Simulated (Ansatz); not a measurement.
Geometry optimisation, UKS PBE-D4/def2-SVP in Ansatz 0.2.0.

input.yaml

```yaml
crystal:
  periodic: [false, false, false]
  atoms:
    - { symbol: B, position_ang: [0.0, 0.0, 0.0] }
    - { symbol: Cl, position_ang: [0.0, 0.0, 2.11] }
    - { symbol: F, position_ang: [1.1431, 0.0, -0.66] }
    - { symbol: F, position_ang: [-1.1431, 0.0, -0.66] }
    - { symbol: O, position_ang: [0.0, 0.0, 4.0] }
    - { symbol: H, position_ang: [-0.5144, -0.8011, 4.3371] }
magnetization:
  spin_polarized: true
  initial_magnetization: 1
basis:
  gaussian: { orbitals: def2-SVP }
hamiltonian:
  xc: pbe
  dispersion: d4
relax:
  f_tol: 0.15
  max_steps: 25
  restrain:
    - { distance: [1, 4], at: 1.59, k: 30.0 }
    - { distance: [0, 1], at: 3.06, k: 30.0 }
```

Launched with:

```bash
$ ansatz run input.yaml --threads 2 --pin off --max-ram 3072MiB --backend cpu --events-out ev --progress --plain --runs-dir out
```

Where does it end, and by what steps?

The run converged. The restraints hold the end off the free minimum. After 6 steps the energy has risen by 1.186 eV (the restraints' own energy left out); Cl2 moved furthest, 0.57 Å. Parted: B1–Cl2 (2.11 → 3.05 Å).

```tsv
step	energy less start (eV)	largest force component (eV/Å)	accepted
0	0.0000	4.380	yes
1	0.8007	2.780	yes
2	1.6075	5.156	yes
3	1.2788	2.256	yes
4	1.2065	1.951	yes
5	1.1923	2.506	yes
6	1.1858	2.414	yes
```

```xyz
6
Properties=species:S:1:pos:R:3
B 0.007 0.038 -0.378
Cl 0.020 0.052 2.673
F 1.155 -0.001 -1.016
F -1.148 -0.022 -1.003
O 0.008 -0.045 4.332
H -0.557 -0.823 4.519
```

Run time: 15 s on 2 threads of Arm Neoverse V1 (shared host), peak memory 0.19 GiB.
